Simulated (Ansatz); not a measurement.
The same path of BH5N2 + H2S (11 atoms, charge 0, multiplicity 1) was run 3 times with different band settings. Lost on the way: B1–H2, S9–H11. Made: B1–S9, H2–H11.

Level of theory: RKS PBE-D4/6-31G* (Ansatz).

Relaxed end points:

```xyz
11
Properties=species:S:1:pos:R:3
B -0.088 -0.545 -0.307
H -0.103 -1.570 0.329
N 1.153 0.109 -0.529
H 2.034 -0.302 -0.237
H 1.268 0.946 -1.097
N -1.331 0.008 -0.749
H -2.191 -0.527 -0.677
H -1.395 0.769 -1.424
S -0.592 2.761 1.305
H -1.281 1.716 0.748
H 0.563 2.046 1.219
```

```xyz
11
Properties=species:S:1:pos:R:3
B -0.123 0.829 -0.685
H -0.012 -0.618 2.818
N 1.189 0.431 -1.060
H 1.381 -0.330 -1.705
H 2.022 0.837 -0.645
N -1.291 0.096 -1.041
H -1.249 -0.772 -1.571
H -2.220 0.502 -1.009
S -0.253 2.404 0.307
H -1.450 2.121 0.885
H 0.043 -0.089 2.287
```

Common settings: climbing image yes; spring 5.0 eV/Å²; optimiser quadratic models (default); start path through a guess of the saddle point; iteration limit 60; end points relaxed.

| run | movable images | force threshold |
| --- | --- | --- |
| 1 | 5 | 0.05 eV/Å |
| 2 | 1 | 0.05 eV/Å |
| 3 | 5 | 0.5 eV/Å |

Task: What does each run give, and how far can it be trusted?

Result: Run 1: converged after 27 iterations, highest image 1.796 eV above the first end. A structure lower than the last end lies on the path between it and the top, so the climb from that side starts below the end, which may itself be a saddle point or a shallow side well. Neighbouring images differ by up to 2.0 eV, so the band resolves the path poorly. A vibrational analysis at the climbing image gives one clearly imaginary mode, 812i cm⁻¹: a first-order saddle point.
Run 2: converged after 20 iterations, highest image 1.798 eV above the first end. Neighbouring images differ by up to 2.0 eV, so the band resolves the path poorly. Another band between the same ends (5 images) ends at a top of the same energy, where a vibrational analysis finds 1 clearly imaginary mode. So few images can step over the top or miss a turn of the path.
Run 3: converged after 6 iterations, highest image 1.872 eV above the first end. The threshold of 0.5 eV/Å is loose, so the images may lie well off the minimum-energy path. Neighbouring images differ by up to 1.3 eV, so the band resolves the path poorly. The order of the point at the top wasn't checked.
The orbitals stay closed-shell, which can raise the energy where a bond breaks towards radicals; this wasn't checked here.
